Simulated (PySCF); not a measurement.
A run that did not reach its result, on `N#CC1=CC[C@@H]1F` (driver script around PySCF, density fitting, GFN2-xTB geometry as the base; each input is a line of settings and coordinates in Å).

Command:
```bash
OMP_NUM_THREADS=1 python probes_run.py task.json out
```
Input:
```
{"job": {"kind": "nmr", "xc": "PBE0", "basis": "def2-TZVP", "pop": true, "scf": {"max_cycle": 83}}, "charge": 0, "multiplicity": 3}
N      2.490477     2.181221    -0.239925
C      1.578195     1.490105    -0.158705
C      0.483537     0.625427    -0.069727
C     -0.851693     0.762321    -0.039669
C     -1.126131    -0.707181     0.084461
C      0.410107    -0.890660    -0.011955
F      0.988092    -1.479347     1.075976
H     -1.508504     1.609906    -0.099049
H     -1.530090    -1.014944     1.047706
H     -1.708442    -1.160179    -0.716578
H      0.779875    -1.413999    -0.898498
```

Output:
```
NotImplementedError: this response code serves closed shells only; the SCF ended at -347.06981585 Eh with <S^2> = 2.0200
```

Cost: about 1.6 min of CPU time on one thread; the machine was shared, so the figure is rough.

Q: Diagnose the run.

A: Multiplicity 3 makes an open shell, and the driver's response routines handle closed shells alone; the run stopped after the SCF. Use an unrestricted response code, or restore the closed-shell charge and spin. The SCF energy in the message belongs to the altered spin state, and the message doesn't say whether it converged.
